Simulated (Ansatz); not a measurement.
Input (CCSDT(Q)/def2-SVP; Ansatz, a quantum-chemistry and plane-wave program):

Ansatz 0.2 input:
```yaml
crystal:
  periodic: [false, false, false]
  atoms:
    - {symbol: Sb, position_ang: [0.94231174, 0.49195114, 0.30319642]}
    - {symbol: I, position_ang: [-0.81515853, 1.29109562, -1.50039892]}
    - {symbol: I, position_ang: [-0.09159427, -1.76448257, 1.20864387]}
basis:
  gaussian:
    orbitals: def2-SVP
total_charge: 1
magnetization: {spin_polarized: false}
correlation: {method: ccsdt_q, electrons: outside_noble_gas}
```

Output:

```
Functional definition: HF
integrals: 0.14 GiB planned
1765 factors; integrals over basis functions are off by at most 9.0e-8 eV
mean field: 0.59 GiB planned
mean field evaluation 1: about -22647.1953 eV, gradient 2.1e1 eV
mean field evaluation 2: about -22647.3467 eV, gradient 2.2e1 eV
mean field evaluation 4: about -22649.3840 eV, gradient 1.7e0 eV
mean field evaluation 8: about -22649.4261 eV, gradient 2.6e-1 eV
mean field evaluation 16: about -22649.4275 eV, gradient 1.4e-6 eV
mean field -22649.42752253 eV, -832.3511091197 hartree, gradient 1.4e-6 eV, S^2 0.000000; 0 other end points of the search recorded, 0 dependent functions left out
27 core orbitals not correlated
reference -22649.42752253 eV, -832.3511091197 hartree; 9, 9 occupied and 42, 42 virtual orbitals, 1765 factors
second order -7.44992455 eV of doubles, -0.00000000 eV of singles
coupled cluster: 0.79 GiB planned
cycle   1  -7.81187595 eV  change   -3.6e-1 eV  update   1.4e-1
cycle   2  -8.20828030 eV  change   -4.0e-1 eV  update   8.0e-2
cycle   3  -8.56445488 eV  change   -3.6e-1 eV  update   4.5e-2
cycle   4  -8.53602778 eV  change    2.8e-2 eV  update   2.0e-2
cycle   5  -8.51835959 eV  change    1.8e-2 eV  update   1.1e-2
cycle   6  -8.52716400 eV  change   -8.8e-3 eV  update   5.0e-3
cycle   7  -8.53006338 eV  change   -2.9e-3 eV  update   1.8e-3
cycle   8  -8.52909066 eV  change    9.7e-4 eV  update   8.0e-4
cycle   9  -8.52861885 eV  change    4.7e-4 eV  update   2.9e-4
cycle  10  -8.52891275 eV  change   -2.9e-4 eV  update   1.1e-4
cycle  11  -8.52876368 eV  change    1.5e-4 eV  update   5.6e-5
cycle  12  -8.52883105 eV  change   -6.7e-5 eV  update   2.6e-5
cycle  13  -8.52882504 eV  change    6.0e-6 eV  update   1.2e-5
cycle  14  -8.52882103 eV  change    4.0e-6 eV  update   4.8e-6
cycle  15  -8.52882048 eV  change    5.5e-7 eV  update   2.3e-6
cycle  16  -8.52882229 eV  change   -1.8e-6 eV  update   1.1e-6
cycle  17  -8.52882271 eV  change   -4.3e-7 eV  update   6.3e-7
coupled cluster: 0.79 GiB planned
perturbative correction -0.03989036 eV, -0.0014659438 hartree
Total energy: -22657.99623561 eV, -832.6660035171 hartree
```

 The CCSD(T) runs of this state have a T1 diagnostic of up to 0.029.
